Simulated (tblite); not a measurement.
Compound: C5H5F2S (doublet state).
SMILES with atom numbers: `[F:1][CH2:2][C@@H:3]1[CH:4][CH:5]=[C:6]([F:7])[S:8]1` (hydrogens: H9, H10 on C2; H11 on C3; H12 on C4; H13 on C5)
Bond orders are those of one Lewis drawing.

Computed with GFN2-xTB (tblite), gas phase: L-BFGS steps from a force-field or distance-geometry start until the largest atomic force falls under 0.01 eV/Å.

Step 31: E = -704.7154 eV
```
atom  x, y, z in Å  |  force x, y, z in eV/Å
F1      2.6333   -0.2260    0.9389   -0.158   0.100  -0.179
C2      1.8510    0.4009   -0.0031   -0.049  -0.065   0.015
C3      0.3903    0.4128    0.4571   -0.135   0.088  -0.049
C4     -0.3125   -0.9079    0.4292    0.010   0.056  -0.105
C5     -1.5178   -0.8863   -0.2161   -0.129  -0.040   0.222
C6     -1.8614    0.3468   -0.7364   -0.017  -0.037  -0.083
F7     -3.0359    0.6723   -1.2792    0.095  -0.106  -0.092
S8     -0.6060    1.5339   -0.6285    0.210   0.177   0.216
H9      2.2256    1.4299   -0.1036    0.002  -0.207  -0.045
H10     1.9517   -0.1594   -0.9428    0.085   0.119   0.120
H11     0.3523    0.8740    1.4563    0.057  -0.125  -0.013
H12     0.1198   -1.7727    0.8998    0.018   0.125  -0.036
H13    -2.1947   -1.7177   -0.2894    0.011  -0.086   0.029
```

Step 32: E = -704.7256 eV
```
atom  x, y, z in Å  |  force x, y, z in eV/Å
F1      2.6414   -0.2181    0.9115   -0.124   0.057  -0.142
C2      1.8369    0.4020   -0.0150    0.009  -0.109   0.059
C3      0.3874    0.4109    0.4807   -0.076   0.213  -0.075
C4     -0.3143   -0.9081    0.4486   -0.115   0.091  -0.154
C5     -1.5092   -0.8842   -0.2198   -0.113  -0.046   0.174
C6     -1.8545    0.3519   -0.7378    0.096  -0.042  -0.050
F7     -3.0167    0.6631   -1.3178    0.187  -0.098  -0.035
S8     -0.6056    1.5512   -0.5848    0.006   0.036   0.174
H9      2.2205    1.4271   -0.1318   -0.077  -0.221  -0.054
H10     1.9092   -0.1703   -0.9494    0.114   0.136   0.084
H11     0.3702    0.8652    1.4813    0.062  -0.117   0.036
H12     0.1062   -1.7674    0.9410    0.000   0.135  -0.081
H13    -2.1758   -1.7227   -0.3244    0.031  -0.035   0.064
```

Q: Estimate the geometry and energy of step 33. (The exact step hangs on the optimiser's Hessian estimate; all steps are aligned on step 32, rigid shifts and turns removed.)

A: E = -704.7352 eV, largest force 0.305 eV/Å
```
atom  x, y, z in Å  |  force x, y, z in eV/Å
F1      2.6386   -0.2132    0.8917    0.012  -0.069   0.040
C2      1.8247    0.4018   -0.0205    0.018  -0.059   0.045
C3      0.3837    0.4105    0.4930   -0.040   0.279  -0.116
C4     -0.3154   -0.9081    0.4555   -0.041   0.192  -0.080
C5     -1.5057   -0.8796   -0.2112   -0.176   0.018   0.005
C6     -1.8465    0.3572   -0.7341    0.055  -0.065  -0.063
F7     -2.9961    0.6493   -1.3503    0.214  -0.058   0.009
S8     -0.6070    1.5650   -0.5561   -0.090  -0.039   0.136
H9      2.2180    1.4201   -0.1473   -0.124  -0.135  -0.071
H10     1.8828   -0.1751   -0.9475    0.115   0.075  -0.075
H11     0.3783    0.8573    1.4931    0.061  -0.082   0.136
H12     0.1024   -1.7641    0.9481    0.050   0.037  -0.024
H13    -2.1620   -1.7206   -0.3319   -0.055  -0.093   0.058
```

The energy changes by -0.0096 eV. The first-order estimate −F·Δx gives -0.0151 eV and the mean of the old and new forces, exact on a quadratic surface, -0.0097 eV. The step makes an angle of 72° with the force vector and moves no atom by more than 0.041 Å.

What follows is the cost of the whole relaxation. The run took 0.38 s wall on one thread of an Arm Neoverse V1, shared host.
